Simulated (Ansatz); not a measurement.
Ansatz (a quantum-chemistry and plane-wave program) input:

Ansatz 0.2 input:
```yaml
crystal:
  periodic: [false, false, false]
  atoms:
    - {symbol: N, position_ang: [-1.06616376, 0.26085306, 0.21523175]}
    - {symbol: C, position_ang: [0.14270879, -0.03491586, -0.02880933]}
    - {symbol: O, position_ang: [1.21557910, -0.29740978, -0.24539496]}
    - {symbol: H, position_ang: [-1.63611033, -0.34254441, 0.80947549]}
    - {symbol: H, position_ang: [-1.48162886, 1.10534638, -0.18008208]}
basis:
  gaussian:
    orbitals: def2-TZVP
hamiltonian:
  xc: {name: PBE}
total_charge: 1
relax: {f_tol: 0.003, max_steps: 100}
```

Question: What final total energy does it print?

Answer: -168.85893 Eh (PBE/def2-TZVP). The basis has 105 functions.

It need not be the lowest isomer of its formula.
